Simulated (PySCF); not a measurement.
Dipole response of Co (cobalt, neutral)

[Ar] 3d7 4s2, high-spin 4F determinant. Computed with PySCF 2.14 in aug-cc-pVTZ with one added diffuse shell each of s, p, d, f, g type (9s8p6d4f3g, 118 functions), with no relativity, point nucleus. Coupled (time-dependent) response in atomic units; α is the mean over directions.

```tsv
method	mean α (bohr³)	C₆ (like pair)	S(−4)
PBEsol	54.79	466.6	1590
```

S(−4) is the Cauchy moment in α(ω) = α(0) + S(−4) ω² + …

Reference α: 55 ± 4 bohr³ (recommended; Schwerdtfeger and Nagle, table of static dipole polarizabilities (2023 update)). Published C₆: 408.0 (Chu and Dalgarno (2004); Tang, Norbeck and Certain (1976)).

α(iu) at PBEsol:

```json
{"u (hartree)": "0", "α(iu) (bohr³)": "54.79"}
{"u (hartree)": "0.0500", "α(iu) (bohr³)": "51.14"}
{"u (hartree)": "0.100", "α(iu) (bohr³)": "42.96"}
{"u (hartree)": "0.200", "α(iu) (bohr³)": "27.30"}
{"u (hartree)": "0.300", "α(iu) (bohr³)": "17.88"}
{"u (hartree)": "0.500", "α(iu) (bohr³)": "9.437"}
{"u (hartree)": "0.750", "α(iu) (bohr³)": "5.524"}
{"u (hartree)": "1.00", "α(iu) (bohr³)": "3.785"}
{"u (hartree)": "1.50", "α(iu) (bohr³)": "2.232"}
{"u (hartree)": "2.00", "α(iu) (bohr³)": "1.529"}
{"u (hartree)": "3.00", "α(iu) (bohr³)": "0.8809"}
{"u (hartree)": "5.00", "α(iu) (bohr³)": "0.4181"}
```
